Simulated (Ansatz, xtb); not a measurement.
**Relaxing a trial structure of CH6BeSeSi**

The starting geometry of this gas-phase singlet was built from a drawn formula by distance geometry and a force field; its bonds are those of `[CH3][Be][SiH2][SeH]`.

```yaml
atoms:
  - { symbol: C, position_ang: [-0.6212, 1.0270, 0.0469] }
  - { symbol: Be, position_ang: [0.4999, 1.2263, 1.3532] }
  - { symbol: Se, position_ang: [3.1374, 0.5725, -0.8378] }
  - { symbol: Si, position_ang: [2.0083, 0.1254, 1.0107] }
  - { symbol: H, position_ang: [-1.0125, 0.2151, -0.5593] }
  - { symbol: H, position_ang: [-0.3930, 1.9043, -0.5998] }
  - { symbol: H, position_ang: [-1.3779, 1.3204, 0.7726] }
  - { symbol: H, position_ang: [1.5291, -1.2263, 1.0496] }
  - { symbol: H, position_ang: [2.9484, 0.3682, 2.2357] }
  - { symbol: H, position_ang: [1.8593, 0.2371, -1.6947] }
```

Problem. Where would you expect an optimisation with r2SCAN-D4/def2-SVP to take it?

Solution. It keeps its bonds, and is `[CH3][Be][SiH2][SeH]`. Distances that change by over a tenth: Be2–Si4 (1.90 → 2.18 Å).

The energy falls by 2.64 eV over 14 steps:

```csv
step,E − E(last) (eV)
1,2.636
2,1.256
4,0.290
5,0.188
7,0.039
8,0.027
10,0.002
11,0.001
13,0.000
14,0.000
```

Final geometry (Å):

```tsv
atom	x (Å)	y (Å)	z (Å)
C	-1.1541	1.3696	0.1080
Be	0.3069	0.6954	0.5723
Se	3.6438	0.4343	-0.7282
Si	2.2666	-0.1330	1.0565
H	-1.7373	0.7006	-0.5521
H	-1.0237	2.3175	-0.4467
H	-1.8076	1.6000	0.9700
H	2.3663	-1.6024	1.3433
H	2.9547	0.5621	2.1918
H	2.7620	-0.1742	-1.7379
```

From the same start GFN2-xTB ends elsewhere, differing in Be2–Se3 (2.31 against 3.59 Å here).

The end wasn't checked by frequencies. Run with Ansatz 0.2.0, 35 s on 2 threads of Arm Neoverse V1 (shared host).
